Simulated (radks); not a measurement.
Results of a calculation; reference values are marked as such.
Q: These are the eigenvalues of the occupied orbitals of an atom or ion with whole-number occupations (hartree). Code: a radial shooting solver on a logarithmic mesh with Libxc functionals. Model: non-relativistic Kohn-Sham, PBE, spin-polarised, spherical densities, point nucleus.

1s up: -2889.249
1s down: -2889.238
2s up: -590.8803
2s down: -589.9995
2p up: -574.1611
2p down: -573.5275
3s up: -225.2188
3s down: -224.4831
3p up: -218.0428
3p down: -217.2296
3d up: -205.6351
3d down: -204.5491

Which element is it, and in what charge state? The configuration may be excited. Open shells, if any, are filled with parallel spins first.

A: Z = 80, mercury, charge +56: Hg56+ in [Ar] 3d6. The list shows which subshells hold electrons but not how many an open one holds; the 1s level, -2889.2 hartree, gives Z - s = 76.0 by -(Z - s)^2/2, which with screening narrows Z to a few neighbours, and the depths of the outer levels then fix element, charge and occupations together.
